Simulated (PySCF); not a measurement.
## Polarisability and C₆ of Mn (manganese, neutral)

[Ar] 3d5 4s2, high-spin 6S determinant. All numbers are calculated (PySCF 2.14, no relativity, point nucleus, in aug-cc-pVTZ with one added diffuse shell each of s, p, d, f, g type (9s8p6d4f3g, 118 functions)). Coupled (time-dependent) response in atomic units; α is the mean over directions.

```tsv
method	mean α (bohr³)	C₆ (like pair)	S(−4)
PBEsol	74.53	708.0	3472
```

S(−4) is the Cauchy moment in α(ω) = α(0) + S(−4) ω² + …

Reference α: 68 ± 9 bohr³ (recommended; Schwerdtfeger and Nagle, table of static dipole polarizabilities (2023 update)). Published C₆: 552.0 (Chu and Dalgarno (2004); Tang, Norbeck and Certain (1976)).

α(iu) at PBEsol:

```json
{"u (hartree)": "0", "α(iu) (bohr³)": "74.53"}
{"u (hartree)": "0.0500", "α(iu) (bohr³)": "67.08"}
{"u (hartree)": "0.100", "α(iu) (bohr³)": "52.97"}
{"u (hartree)": "0.200", "α(iu) (bohr³)": "30.92"}
{"u (hartree)": "0.300", "α(iu) (bohr³)": "19.43"}
{"u (hartree)": "0.500", "α(iu) (bohr³)": "9.935"}
{"u (hartree)": "0.750", "α(iu) (bohr³)": "5.755"}
{"u (hartree)": "1.00", "α(iu) (bohr³)": "3.929"}
{"u (hartree)": "1.50", "α(iu) (bohr³)": "2.303"}
{"u (hartree)": "2.00", "α(iu) (bohr³)": "1.566"}
{"u (hartree)": "3.00", "α(iu) (bohr³)": "0.8853"}
{"u (hartree)": "5.00", "α(iu) (bohr³)": "0.4048"}
```

A single London oscillator, α(iu) = α/(1 + u²/ω²), gives C₆ = (3/4) ω α². Matching the computed C₆ needs ω = 4 × 708.0 / (3 × 74.53²) = 0.170 hartree.
